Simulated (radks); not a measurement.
Q: The table gives one normalised radial function P(r) = r R(r) of Zn in [Ar] 3d10 4s2 (r in bohr). Calculated with a radial shooting solver on a logarithmic mesh with Libxc functionals: scalar-relativistic Kohn-Sham, PBE, spin-polarised, spherical densities, finite nucleus; Fermi nuclear charge, rms radius 3.9283 fm; hard spherical wall at 15 bohr.

r             P
0.004571  0.0000
0.006146  0.0001
0.008197  0.0002
0.01093   0.0004
0.01458   0.0008
0.01945   0.0019
0.02594   0.0042
0.0346    0.0092
0.04615   0.0194
0.06204   0.0408
0.08275   0.0804
0.1104    0.1509
0.1472    0.2656
0.1963    0.4325
0.2619    0.6416
0.3493    0.8533
0.4658    1.0032
0.6263    1.0272
0.8353    0.9144
1.114     0.7161
1.486     0.4973
1.982     0.3057
2.643     0.1630
3.526     0.0720
4.702     0.0248
6.322     0.0059
8.432     0.0009
11.25     0.0001
15        0.0000

Which n and l does it have? It may be an empty orbital.

A: n = 3, l = 2: the number of nodes gives n - l - 1 = 0, the rise at small r (about r^(l+1)) gives l, and the extent must fit the shell. The curve is that of 3d. 3d: eigenvalue -10.140 eV, 0 radial nodes, <r> = 0.912 bohr, 90 % of the charge inside 1.61 bohr.
